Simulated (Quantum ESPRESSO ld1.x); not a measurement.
Problem. Ga, 31 electrons, occupied as [Ar] 3d10 4s2 4p1. Calculated with ld1.x of Quantum ESPRESSO 7.5: Dirac Kohn-Sham, LDA (Slater exchange, VWN5 correlation), spin-unpolarised, spherical densities, point nucleus; open shells fill j = l - 1/2 first. Some entries of the table are withheld. Estimate them.

orbital,occ.,eigenvalue (eV),<r> (bohr)
1s1/2,2,-10207.7,0.04867
2s1/2,2,(1),0.2180
2p1/2,2,-1116.25,0.1885
2p3/2,4,-1088.65,0.1920
3s1/2,2,-147.322,0.6530
3p1/2,2,-101.015,(2)
3p3/2,4,-97.3747,(3)
3d3/2,4,-19.6136,(4)
3d5/2,6,-19.1505,(5)
4s1/2,2,-9.1200,2.332
4p1/2,1,-2.7777,3.337
4p3/2,0,-2.6564,3.405

Solution. 
(1) 2s1/2 eigenvalue (eV): -1259.51
(2) 3p1/2 <r> (bohr): 0.6726
(3) 3p3/2 <r> (bohr): 0.6835
(4) 3d3/2 <r> (bohr): 0.8074
(5) 3d5/2 <r> (bohr): 0.8139
